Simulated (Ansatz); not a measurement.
C₂H₆Cu⁺, that is CuMe2 with one electron fewer. Total charge 1; triplet. Geometry r2SCAN-D4/def2-TZVP, that of the neutral doublet; atoms count from 1.

```xyz
9

Cu    0.000    0.000    0.000
C     0.754   -1.584   -0.801
H     0.268   -1.797   -1.759
H     0.617   -2.448   -0.143
H     1.826   -1.450   -0.979
C    -0.754    1.584    0.801
H    -0.548    2.463    0.181
H    -0.324    1.752    1.795
H    -1.839    1.480    0.906
```

Question: Estimate the Mulliken populations from the PBE0/def2-TZVP orbitals of Ansatz.

Answer: 
```tsv
atom	charge (e)	spin (α − β)	d electrons
Cu1	0.33	0.86	9.61
C2	-0.29	0.58	–
H3	0.21	-0.01	–
H4	0.21	-0.01	–
H5	0.21	-0.01	–
C6	-0.29	0.58	–
H7	0.21	-0.01	–
H8	0.21	-0.01	–
H9	0.21	-0.01	–
```
Mulliken values depend strongly on the basis.

Question: Where does the spin sit?

Answer: Summed by element: Cu 0.86, C 1.17, H -0.03, of 2 unpaired in all. Largest on single atoms: Cu1 0.86, C2 0.58, C6 0.58.

Question: And the Mayer bond orders between heavy atoms (over 0.3)?

Answer: Cu1–C2 0.62 (1.93 Å); Cu1–C6 0.62 (1.93 Å).
